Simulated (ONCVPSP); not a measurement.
## Configuration tests for tellurium (ONCV)

* Element: tellurium
* Generator: ONCVPSP 4.0.1
* Type: optimised norm-conserving Vanderbilt (ONCV)
* Functional: PBEsol
* Relativity: fully relativistic
* Frozen core: [Ar] 3d10
* Valence charge: 24
* Reference configuration: 4s2 4p6 4d10 5s2 5p3.75 (charge +0.25)
* Partial waves: 4s+5s: rc 1.10 bohr, ncon 4, nbas 7, qcut 12.1 1/bohr, 2 projectors; 4p+5p: rc 1.55 bohr, ncon 3, nbas 7, qcut 8.4 1/bohr, 2 projectors; 4d: rc 1.25 bohr, ncon 4, nbas 9, qcut 10 1/bohr, 2 projectors, debl 2.4 Ha
* Local potential: polynomial inside 0.80 bohr (lpopt 5, dvloc0 0 Ha)
* Core correction: none

Open shells are filled in proportion to 2j + 1.

Energies are relative to the spin-unpolarised reference configuration 4s2 4p6 4d10 5s2 5p3.75; without spin polarisation the order of configurations can differ from experiment.

| valence configuration | charge | ΔE all-electron (eV) | error AE − PS (meV) |
| --- | --- | --- | --- |
| 4s2 4p6 4d10 5s2 5p4 | 0 | -1.725 | -0.1 |
| 4s2 4p6 4d10 5s2 5p2 | +2 | 26.043 | +0.4 |
| 4s2 4p6 4d10 5s2 5p0 | +4 | 89.590 | -2.9 |

Q: What are ΔE and the potential's error for 4s2 4p6 4d10 5s2 5p3?

A: ΔE = 8.050 eV all-electron; the error (AE − PS) is +0.2 meV.

Note: ghosts flagged at negative energy: d3/2 at -2481.5 eV; GHOST(+) flagged for s at 225.2 eV. A true bound ghost makes a file unfit for plane-wave use.
